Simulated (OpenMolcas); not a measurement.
## Pr2+: moving or changing the point charges

Pr2+ among 4 point charges of -2 e arranged as a tetrahedron (Td), 2.3 Å from the ion. The active orbitals were held to one l.

```json
{"Program": "OpenMolcas 26.06", "Method": "CASSCF", "Basis": "ANO-RCC-VTZP [8s7p5d3f2g1h]", "Scalar Hamiltonian": "DKH2, point nucleus", "Active space": "3 electrons in 7 orbitals (4f)", "State averaging": "2S+1 = 4 odd, 35 roots; 2S+1 = 2 odd, 96 roots kept (CI in the orbitals of an earlier block)", "Spin-orbit coupling": "RASSI with atomic mean-field integrals over the reference wave functions"}
```

Runs around this geometry, states (labels of Td). Energies in cm-1 above the lowest state or level, χT in cm3 K/mol.

| R (Å) | Ground state | First state of that spin | First gap with spin-orbit (degeneracies) | Width of lowest J | χT at 300 K |
| --- | --- | --- | --- | --- | --- |
| 2.3 | 4A2 | 4A1 40.1 | 126.0 (4, 4) | 520 | 1.614 |
| 2.47 | 4A2 | 4A1 49.4 | 100.9 (4, 4) | 364 | 1.658 |
| 2.66 | 4A2 | 4T2 38.3 | 77.6 (4, 4) | 252 | 1.686 |

Taking the width of the lowest J multiplet as R^-n, n = -ln(252 / 520) / ln(2.66 / 2.3) = 5.0 between the shortest and longest distance.

High states are left out of the spin-orbit mixing, which shifts the levels that they would mix with. Point charges carry no covalency, so the field is a model and not that of real ligands. No measured value stands beside these numbers.
